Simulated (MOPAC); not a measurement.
Input file for MOPAC: AM1 on CH5GaO (SMILES [CH3][GaH][OH]), a point of a torsion scan.

```
AM1 1SCF PRECISE CHARGE=0 THREADS=1
CH5GaO

C     -1.28137806 1    -0.24240378 1     0.02639236 1
Ga     0.37156661 1     0.83225429 1     0.50937501 1
O      0.53678451 1     2.43880209 1    -0.01776736 1
H     -1.19230354 1    -0.62168357 1    -0.99326421 1
H     -2.14681882 1     0.42258465 1     0.06718297 1
H     -1.44578494 1    -1.08762905 1     0.69304659 1
H      1.63217963 1     0.46766981 1     1.33451935 1
H      0.46238892 1     3.30346066 1    -0.40338826 1
```

The log:

```
*******************************************************************************
 **                                                                           **
 **                              MOPAC v23.2.5                                **
 **                                                                           **
 *******************************************************************************
 ** MOPAC's Digital Object Identifier: https://doi.org/10.5281/zenodo.6511958 **
 **                                                                           **
 ** Please cite the open-source release paper for use of this MOPAC version:  **
 ** J. E. Moussa and J. J. P. Stewart (2026)                                  **
 ** MOPAC: An open-source semiempirical molecular orbital program             **
 ** J. Open Source Softw., 11(119), 8025, https://doi.org/10.21105/joss.08025 **
 *******************************************************************************

                              AM1 CALCULATION RESULTS

 *******************************************************************************
 *  AM1        - The AM1 Hamiltonian to be used
 *
 *
 *
 *                 CHARGE ON SYSTEM = 0
 *
 *
 *
 *  PRECISE    - TIGHTER CRITERIA TO BE USED
 *  1SCF       - DO 1 SCF AND THEN STOP
 *  THREADS=1  - MULTI-THREADING NOT USED
 *  T=         - A TIME OF 172800.0 SECONDS REQUESTED
 *  DUMP=N     - RESTART FILE WRITTEN EVERY 7200.0 SECONDS REQUESTED
 *******************************************************************************
AM1 1SCF PRECISE CHARGE=0 THREADS=1
 CH5GaO

   ATOM   CHEMICAL          X               Y               Z
  NUMBER   SYMBOL      (ANGSTROMS)     (ANGSTROMS)     (ANGSTROMS)

     1       C         -1.28137806  *  -0.24240378  *   0.02639236  *
     2      Ga          0.37156661  *   0.83225429  *   0.50937501  *
     3       O          0.53678451  *   2.43880209  *  -0.01776736  *
     4       H         -1.19230354  *  -0.62168357  *  -0.99326421  *
     5       H         -2.14681882  *   0.42258465  *   0.06718297  *
     6       H         -1.44578494  *  -1.08762905  *   0.69304659  *
     7       H          1.63217963  *   0.46766981  *   1.33451935  *
     8       H          0.46238892  *   3.30346066  *  -0.40338826  *



          CARTESIAN COORDINATES

    NO.       ATOM           X           Y           Z

     1         C         -1.2814     -0.2424      0.0264
     2        Ga          0.3716      0.8323      0.5094
     3         O          0.5368      2.4388     -0.0178
     4         H         -1.1923     -0.6217     -0.9933
     5         H         -2.1468      0.4226      0.0672
     6         H         -1.4458     -1.0876      0.6930
     7         H          1.6322      0.4677      1.3345
     8         H          0.4624      3.3035     -0.4034

  H: (AM1): M.J.S. DEWAR ET AL, J. AM. CHEM. SOC. 107 3902-3909 (1985)
  C: (AM1): M.J.S. DEWAR ET AL, J. AM. CHEM. SOC. 107 3902-3909 (1985)
  O: (AM1): M.J.S. DEWAR ET AL, J. AM. CHEM. SOC. 107 3902-3909 (1985)
 Ga: (AM1): J. J. P. STEWART, J. MOL. MOD., 10, 155-164 (2004)

           Empirical Formula: C H5 O Ga  =     8 atoms



      MOLECULAR POINT GROUP   :   C1


      RHF CALCULATION, NO. OF DOUBLY OCCUPIED LEVELS = 9


 -------------------------------------------------------------------------------
 AM1 1SCF PRECISE CHARGE=0 THREADS=1
 CH5GaO



     1SCF WAS SPECIFIED, SO BFGS WAS NOT USED
     SCF FIELD WAS ACHIEVED


                              AM1 CALCULATION
                                                       MOPAC v23.2.5 Linux




          FINAL HEAT OF FORMATION =         14.41502 KCAL/MOL =      60.31243 KJ/MOL


          COSMO AREA              =         99.94 SQUARE ANGSTROMS
          COSMO VOLUME            =         81.34 CUBIC ANGSTROMS

          IONIZATION POTENTIAL    =         10.042496 EV
          HOMO LUMO ENERGIES (EV) =        -10.042 -1.287
          NO. OF FILLED LEVELS    =          9
          MOLECULAR WEIGHT        =        102.7849         POINT GROUP:  C1

          MOLECULAR DIMENSIONS (Angstroms)

            Atom       Atom       Distance
            H     8    H     6     4.91172
            H     7    H     5     3.79303
            H     7    H     4     1.59509


          SCF CALCULATIONS        =          1





   ATOM   CHEMICAL          X               Y               Z
  NUMBER   SYMBOL      (ANGSTROMS)     (ANGSTROMS)     (ANGSTROMS)

     1       C         -1.28137806  *  -0.24240378  *   0.02639236  *
     2      Ga          0.37156661  *   0.83225429  *   0.50937501  *
     3       O          0.53678451  *   2.43880209  *  -0.01776736  *
     4       H         -1.19230354  *  -0.62168357  *  -0.99326421  *
     5       H         -2.14681882  *   0.42258465  *   0.06718297  *
     6       H         -1.44578494  *  -1.08762905  *   0.69304659  *
     7       H          1.63217963  *   0.46766981  *   1.33451935  *
     8       H          0.46238892  *   3.30346066  *  -0.40338826  *

                             CARTESIAN COORDINATES

   1    C       -1.281378060    -0.242403780     0.026392360
   2   Ga        0.371566610     0.832254290     0.509375010
   3    O        0.536784510     2.438802090    -0.017767360
   4    H       -1.192303540    -0.621683570    -0.993264210
   5    H       -2.146818820     0.422584650     0.067182970
   6    H       -1.445784940    -1.087629050     0.693046590
   7    H        1.632179630     0.467669810     1.334519350
   8    H        0.462388920     3.303460660    -0.403388260


           Empirical Formula: C H5 O Ga  =     8 atoms



      MOLECULAR POINT GROUP   :   C1


                  EIGENVALUES
 -35.24296 -28.47977 -17.36416 -14.50955 -13.73360 -12.99935 -12.12285 -10.94249
 -10.04250  -1.28730   0.02930   0.54330   1.14715   4.84150   4.90877   5.48121
   6.28732


              NET ATOMIC CHARGES AND DIPOLE CONTRIBUTIONS

  ATOM NO.   TYPE          CHARGE      No. of ELECS.   s-Pop       p-Pop
    1          C          -0.448088        4.4481     1.24706     3.20103
    2         Ga           0.552615        2.4474     0.34080     2.10658
    3          O          -0.570339        6.5703     1.79806     4.77228
    4          H           0.091879        0.9081     0.90812
    5          H           0.093191        0.9068     0.90681
    6          H           0.078336        0.9217     0.92166
    7          H          -0.063105        1.0631     1.06310
    8          H           0.265511        0.7345     0.73449
 DIPOLE           X         Y         Z       TOTAL
 POINT-CHG.     0.337    -0.373     0.277     0.575
 HYBRID        -0.445     0.483    -0.447     0.794
 SUM           -0.108     0.109    -0.169     0.229


          ATOMIC ORBITAL ELECTRON POPULATIONS

     Atom    s        px        py        pz
    1  C   1.24706   1.12352   1.06182   1.01568
    2 Ga   0.34080   0.90369   0.57982   0.62308
    3  O   1.79806   1.85136   1.34041   1.58050
    4  H   0.90812
    5  H   0.90681
    6  H   0.92166
    7  H   1.06310
    8  H   0.73449

 **********************
 *                    *
 * JOB ENDED NORMALLY *
 *                    *
 **********************




 == MOPAC DONE ==
```

The run finished.

Cost: around 0.020 core-seconds (rough).
